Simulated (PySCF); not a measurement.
## Atomic charges by several schemes

Species: C6H6BF.
SMILES with atom numbers: `[BH2:1][c:2]1[cH:3][cH:4][c:5]([F:6])[cH:7][cH:8]1` (hydrogens: H9, H10 on B1; H11 on C3; H12 on C4; H13 on C7; H14 on C8)

Structure used (PBE0-D3(BJ)/def2-SVP), in Å, numbered top down from 1:
```
atom  x, y, z in Å
B1     2.325   -0.206   -0.694
C2     0.857   -0.075   -0.260
C3     0.287    1.185    0.025
C4    -1.037    1.315    0.422
C5    -1.811    0.163    0.539
F6    -3.077    0.274    0.921
C7    -1.299   -1.104    0.268
C8     0.028   -1.209   -0.128
H9     3.023    0.777   -0.794
H10    2.794   -1.296   -0.935
H11    0.907    2.080   -0.069
H12   -1.486    2.285    0.645
H13   -1.948   -1.975    0.373
H14    0.444   -2.197   -0.344
```

Density: PBE0/pcSseg-1 (PySCF); schemes: Mulliken, IAO, Hirshfeld and ESP-fitted. Geometry: PBE0-D3(BJ)/def2-SVP; no solvent, vibrations or thermal averaging.

At which atom do the 4 schemes differ most?

At C2: from -0.287 (Mulliken) to +0.034 e (ESP-fitted), 0.321 e apart.

Which atoms carry the lowest charge in the Mulliken, IAO, Hirshfeld and ESP-fitted schemes?

The schemes don't all agree: Mulliken C2 (-0.287); IAO F6 (-0.252); Hirshfeld C2 (-0.087); ESP-fitted C7 (-0.263).

Give the atomic charges in each scheme.

In e:

| atom | environment | Mulliken | IAO | Hirshfeld | ESP-fitted |
| --- | --- | --- | --- | --- | --- |
| B1 | three-coordinate boron | +0.232 | +0.002 | +0.121 | +0.197 |
| C2 | substituted aromatic carbon | -0.287 | -0.153 | -0.087 | +0.034 |
| C3 | aromatic CH carbon | -0.066 | -0.093 | -0.021 | -0.185 |
| C4 | aromatic CH carbon | -0.135 | -0.199 | -0.067 | -0.256 |
| C5 | aromatic C–F carbon | +0.333 | +0.323 | +0.106 | +0.365 |
| F6 | aryl fluorine | -0.263 | -0.252 | -0.069 | -0.186 |
| C7 | aromatic CH carbon | -0.135 | -0.199 | -0.067 | -0.263 |
| C8 | aromatic CH carbon | -0.066 | -0.093 | -0.021 | -0.174 |
| H9 | B–H hydrogen | -0.025 | +0.005 | -0.063 | -0.107 |
| H10 | B–H hydrogen | -0.026 | +0.005 | -0.063 | -0.108 |
| H11 | aromatic hydrogen | +0.101 | +0.158 | +0.057 | +0.162 |
| H12 | aromatic hydrogen | +0.118 | +0.168 | +0.058 | +0.180 |
| H13 | aromatic hydrogen | +0.117 | +0.168 | +0.058 | +0.182 |
| H14 | aromatic hydrogen | +0.101 | +0.158 | +0.057 | +0.159 |

Mean size of the charges over all atoms: ESP-fitted 0.183 e, Mulliken 0.143 e, IAO 0.141 e, Hirshfeld 0.065 e. Each set sums to the total charge, 0, to within 0.001 e. The ESP scheme is a least-squares fit of atom-centred charges to the potential on four shells outside the van der Waals surface, with the total charge fixed.

Sum the charges by element, for elements with more than one atom.

| element | atoms | Mulliken | IAO | Hirshfeld | ESP-fitted |
| --- | --- | --- | --- | --- | --- |
| C | 6 | -0.354 | -0.413 | -0.157 | -0.480 |
| H | 6 | +0.385 | +0.664 | +0.104 | +0.469 |

How closely do the schemes follow one another over all atoms?

Correlation coefficient and root-mean-square difference: Mulliken with Hirshfeld 0.92, 0.110 e; Mulliken with IAO 0.88, 0.082 e; IAO with ESP-fitted 0.88, 0.095 e; Hirshfeld with ESP-fitted 0.86, 0.142 e; Mulliken with ESP-fitted 0.80, 0.119 e; IAO with Hirshfeld 0.80, 0.119 e.

How many electrons does the ESP-fitted scheme count on C2?

Z − q = 6 − (+0.034) = 5.966.

These values come from a run that also computed NMR shieldings. The run took 22 s (with the writing of density and orbital grids) on one thread of an Arm Neoverse V2, shared host with 96 logical CPUs at a one-minute load of 41, and the process peaked at 0.81 GiB of memory.
